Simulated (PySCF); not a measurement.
SCF from a fresh guess for singlet RuH4, at the PBE0 minimum. PySCF input:

```python
from pyscf import gto, scf, dft
mol = gto.M(atom='''
Ru    -0.000000    -0.000000    -0.036361
H      0.000000     1.200020     0.919134
H     -0.000000    -1.200020     0.919134
H      1.200020    -0.000000     0.919134
H     -1.200020     0.000000     0.919134''',
    basis={'Ru': 'x2c-TZVPall', 'H': 'x2c-TZVPall'},
    nucmod='G',
    charge=0, spin=0)
mf = dft.RKS(mol, xc='PBE0')
mf.grids.atom_grid = (50, 194)
aux = {'Ru': 'AutoAux', 'H': 'AutoAux'}  # AutoAux: made from the orbital basis by basis_set_exchange (get_aux=1)
mf = mf.density_fit(auxbasis=aux).sfx2c1e()
mf.conv_tol = 1e-08
mf.diis_space = 10
mf.max_cycle = 60
mf.init_guess = 'minao'
mf.verbose = 4
mf.kernel()
```

Excerpt of the output (cycles and frontier levels):

```
init E= -4532.09737814444
  HOMO = -0.0169723031267557  LUMO = 0.0120485876851165  gap/eV = 0.78970
cycle= 1 E= -4530.54470221361  delta_E= 1.55  |g|= 3.13  |ddm|= 2.22
  HOMO = -0.663481454618363  LUMO = -0.426398066467704  gap/eV = 6.45137
cycle= 2 E= -4525.715597334  delta_E= 4.83  |g|= 6.77  |ddm|= 5.74
  HOMO = -0.458170369782405  LUMO = -0.193944636750062  gap/eV = 7.18995
cycle= 3 E= -4531.80158943583  delta_E= -6.09  |g|= 1.79  |ddm|=  3.9
  HOMO = -0.228133263512402  LUMO = -0.0673077756051851  gap/eV = 4.37628
cycle= 4 E= -4532.40214031438  delta_E= -0.601  |g|= 0.146  |ddm|= 1.08
  HOMO = -0.231442558209471  LUMO = -0.0606698812906128  gap/eV = 4.64696
cycle= 5 E= -4532.40375786956  delta_E= -0.00162  |g|= 0.0882  |ddm|= 0.0909
  HOMO = -0.228078997017222  LUMO = -0.0581940930896257  gap/eV = 4.62280
cycle= 6 E= -4532.40471986757  delta_E= -0.000962  |g|= 0.0422  |ddm|= 0.0471
  HOMO = -0.226847134727119  LUMO = -0.0572987639009742  gap/eV = 4.61365
cycle= 7 E= -4532.40508511795  delta_E= -0.000365  |g|= 0.00445  |ddm|= 0.0266
  HOMO = -0.226142311277495  LUMO = -0.0567728391939766  gap/eV = 4.60878
cycle= 8 E= -4532.40509350777  delta_E= -8.39e-06  |g|= 0.00239  |ddm|= 0.00812
  HOMO = -0.226393039295823  LUMO = -0.0568690913405812  gap/eV = 4.61298
cycle= 9 E= -4532.40509462749  delta_E= -1.12e-06  |g|= 0.000611  |ddm|= 0.00178
  HOMO = -0.226465834995154  LUMO = -0.0568921400121231  gap/eV = 4.61434
cycle= 10 E= -4532.40509471987  delta_E= -9.24e-08  |g|= 5.26e-05  |ddm|= 0.000659
  HOMO = -0.226464396752558  LUMO = -0.0568900952933079  gap/eV = 4.61435
cycle= 11 E= -4532.40509472058  delta_E= -7.14e-10  |g|= 7.25e-06  |ddm|= 6.86e-05
  HOMO = -0.22646188415174  LUMO = -0.0568889581453322  gap/eV = 4.61431
Extra cycle  E= -4532.40509472051  delta_E= 6.64e-11  |g|= 2.11e-05  |ddm|= 1.37e-05
converged SCF energy = -4532.40509472051
```

No lower solution of this spin was found by a stability analysis within the restricted form, which does not test spin polarisation.

Stability towards spin polarisation was not tested.

The search for the lowest solution, with the stability check, took 3.6 s on 2 threads of a shared AMD EPYC 7R43 64-Core (Zen 3) host, with 87 basis functions; the process peaked at 0.39 GiB. Launch command: `OMP_NUM_THREADS=2 python axn.py task.json out`.
